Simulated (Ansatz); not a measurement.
Mulliken charges of CH₃FOSi (`CO[Si]F`) from ωB97M-V/def2-TZVPP in Ansatz (PBE0-D4/def2-TZVP geometry).

```json
{"atom": "C1", "x (Å)": "-0.504", "y (Å)": "0.227", "z (Å)": "0.591", "charge (e)": "-0.179"}
{"atom": "O2", "x (Å)": "0.658", "y (Å)": "0.670", "z (Å)": "-0.085", "charge (e)": "-0.303"}
{"atom": "Si3", "x (Å)": "1.551", "y (Å)": "0.028", "z (Å)": "-1.286", "charge (e)": "0.425"}
{"atom": "F4", "x (Å)": "0.775", "y (Å)": "-1.363", "z (Å)": "-1.591", "charge (e)": "-0.310"}
{"atom": "H5", "x (Å)": "-0.842", "y (Å)": "-0.740", "z (Å)": "0.214", "charge (e)": "0.121"}
{"atom": "H6", "x (Å)": "-0.282", "y (Å)": "0.143", "z (Å)": "1.657", "charge (e)": "0.123"}
{"atom": "H7", "x (Å)": "-1.296", "y (Å)": "0.966", "z (Å)": "0.456", "charge (e)": "0.123"}
```

Q: By hand: the dipole of these point charges (1 e Å = 4.8032 D).

A: Σ q r = (0.014, 0.238, 0.152) e Å, of length 0.283 e Å = 1.36 D.

Q: How does the dipole of the full density compare? (Estimate.)

A: The calculation gave: (-0.193, 0.061, 0.205) e Å, 1.38 D; the point charges give 0.99 times that, at 58° from its direction.

Point charges leave out the atoms' own dipoles, such as those of lone pairs, and Mulliken's split depends on the basis, so the two needn't agree.
